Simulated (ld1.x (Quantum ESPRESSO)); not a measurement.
carbon: excitation energies, all-electron against TM

| Property | Result |
| --- | --- |
| Element | C |
| Generator | ld1.x (Quantum ESPRESSO) 7.5 |
| Type | norm-conserving Troullier–Martins (Kleinman–Bylander form) |
| Functional | PBE |
| Relativity | scalar-relativistic |
| Frozen core | [He] |
| Valence charge | 4 |
| Reference configuration | 2s2 2p1 (charge +1) |
| Partial waves | 2s (bound): rc 1.00 bohr; 2p (bound): rc 2.50 bohr; 3d channel at -0.1 Ry: rc 2.60 bohr |
| Local potential | the d channel |
| Core correction | none |

Energies are relative to the spin-unpolarised reference configuration 2s2 2p1; without spin polarisation the order of configurations can differ from experiment.

Problem. Give the all-electron excitation energy and the error of the potential for: 2s2 2p2; 2s2 2p0; 2s1 2p0; 2s1 2p2; 2s0 2p4; 2s2 2p2.3; 2s1 2p3.

Solution.

| valence configuration | charge | ΔE all-electron (eV) | error AE − PS (meV) |
| --- | --- | --- | --- |
| 2s2 2p2 | 0 | -10.862 | +67 |
| 2s2 2p0 | +2 | 24.156 | +267 |
| 2s1 2p0 | +3 | 72.350 | +692 |
| 2s1 2p2 | +1 | 8.754 | +2.0 |
| 2s0 2p4 | 0 | 6.114 | +219 |
| 2s2 2p2.3 | -0.3 | -12.020 | +84 |
| 2s1 2p3 | 0 | -2.384 | +152 |
